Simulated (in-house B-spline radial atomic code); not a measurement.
Ionisation energies along the 34-electron series, configuration [Ar] 3d10 4s2 4p4, as differences of self-consistent energies. NIST's values go from ground level to ground level; the uncertainty of those that are theory runs from under 0.1 % in few-electron ions to several per cent in heavy many-electron ones. Computed with a B-spline radial code for spherical atoms: non-relativistic Hartree-Fock, average of the configuration, point nuclei.

This level leaves out relativity, spin-orbit splitting included, which matters for heavy ions.

```csv
ion,configuration after,ionisation energy (eV),IE/(q+1)² (eV),-ε less Coulomb ΔSCF (eV),tabulated value (eV),tabulated kind,computed minus tabulated (eV)
Se,[Ar] 3d10 4s2 4p3,9.94,9.9405,0.74013,9.752368,measured,0.19
Br+,[Ar] 3d10 4s2 4p3,?,?,?,?,measured,?
Kr2+,[Ar] 3d10 4s2 4p3,?,?,?,?,measured,?
Rb3+,[Ar] 3d10 4s2 4p3,52.38,3.2737,0.56464,52.2,semi-empirical,0.18
Sr4+,[Ar] 3d10 4s2 4p3,70.78,2.8314,0.54164,70.7,semi-empirical,0.08
Zr6+,[Ar] 3d10 4s2 4p3,113.42,2.3148,0.51356,112,tabulated theory,1.42
Nb7+,[Ar] 3d10 4s2 4p3,137.57,2.1495,0.50489,136,tabulated theory,1.57
Mo8+,[Ar] 3d10 4s2 4p3,163.55,2.0191,0.49846,164.12,measured,-0.57
Tc9+,[Ar] 3d10 4s2 4p3,191.35,1.9135,0.49369,189.9,tabulated theory,1.45
Ru10+,[Ar] 3d10 4s2 4p3,?,?,?,?,tabulated theory,?
Rh11+,[Ar] 3d10 4s2 4p3,252.35,1.7524,0.48756,252.1,tabulated theory,0.25
Pd12+,[Ar] 3d10 4s2 4p3,285.52,1.6895,0.48569,286,tabulated theory,-0.48
```

(1) Fill in the row of Br+.

(2) Fill in the row of Kr2+.

(3) Fill in the row of Ru10+.

(4) How far is this level of theory from the measured and semi-empirical values?

Answers

(1) ionisation energy (eV): 21.80; IE/(q+1)² (eV): 5.4492; -ε less Coulomb ΔSCF (eV): 0.6503; tabulated value (eV): 21.591; computed minus tabulated (eV): 0.21.

(2) ionisation energy (eV): 36.01; IE/(q+1)² (eV): 4.0012; -ε less Coulomb ΔSCF (eV): 0.59827; tabulated value (eV): 35.838; computed minus tabulated (eV): 0.17.

(3) ionisation energy (eV): 220.96; IE/(q+1)² (eV): 1.8261; -ε less Coulomb ΔSCF (eV): 0.49015; tabulated value (eV): 219.9; computed minus tabulated (eV): 1.06.

(4) Over those 6 rows the differences run from -0.57 to +0.206 eV (mean absolute value 0.23 eV). The calculation leaves out relativity, correlation and, in open shells, the multiplet splittings that an average leaves out.
